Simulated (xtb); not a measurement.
Br₂Si, charge +1, doublet, at a GFN2-xTB geometry (a state made from the parent by changing its charge; the spin is typed, not shown lowest). Base run: GFN2-xTB (xtb).

Geometry (Å):
```xyz
3

Si    -0.0152    -0.0024     0.7798
Br     1.0728    -1.6380    -0.1401
Br    -1.0667     1.6389    -0.1718
```
Charge +1, spin multiplicity 2.
All else is at xtb's defaults.
Base energy -9.43158 Eh.

The base run was repeated with changes; each row names its change, and settings that it needs were set with it.

```
change         ΔE vs base (kJ/mol)  G_solv (kcal/mol)  SCF cycles
-------------  -------------------  -----------------  ----------
base                          0.00                  -          18
acc = 0.1                     0.00                  -          21
alpb = ch2cl2               -195.9             -46.99          17
file = coord                  0.00                  -          18
etemp = 5000                -24.97                  -          18
gbsa = thf                  -197.8             -47.36          17
```

ALPB and GBSA are two models with their own fitted parameters for each solvent, which aren't always the measured dielectric constant.
